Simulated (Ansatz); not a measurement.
`BC(=C)[NH][GeH3]` and `BC(B)=C` differ in one atom or group.

Ansatz, PBE0-D4/def2-TZVP geometries, multiplicity 1. Each molecule was computed in one conformer, which needn't be the lowest.

Scalar relativity is left out up to krypton.

```tsv
property	`BC(=C)[NH][GeH3]`
LUMO energy (PBE/def2-TZVPP) / eV	-2.84
HOMO–LUMO gap (ωB97M-V/def2-TZVPP) / eV	8.40
HOMO–LUMO gap (PBE0/def2-TZVPP) / eV	4.32
LUMO energy (PBE0/def2-TZVPP) / eV	-1.91
HOMO energy (B3LYP/def2-TZVPP) / eV	-6.02
LUMO energy (B3LYP/def2-TZVPP) / eV	-2.10
```

(1) Give the same properties after the change, and the shifts. (An estimate is asked.)

Answers

(1) Computed: 
```tsv
property	`BC(B)=C`	shift
LUMO energy (PBE/def2-TZVPP) / eV	-3.66	-0.82
HOMO–LUMO gap (ωB97M-V/def2-TZVPP) / eV	10.38	1.98
HOMO–LUMO gap (PBE0/def2-TZVPP) / eV	6.01	1.69
LUMO energy (PBE0/def2-TZVPP) / eV	-2.61	-0.70
HOMO energy (B3LYP/def2-TZVPP) / eV	-8.44	-2.42
LUMO energy (B3LYP/def2-TZVPP) / eV	-2.81	-0.71
```

With PBE0 the HOMO falls by 2.40 eV and the LUMO falls by 0.70 eV, so the gap widens by about 1.70 eV. PBE moves the HOMO by -2.07 eV and ωB97M-V by -2.56 eV.

B3LYP here is the variant with VWN-RPA as its local correlation; programs differ in this.
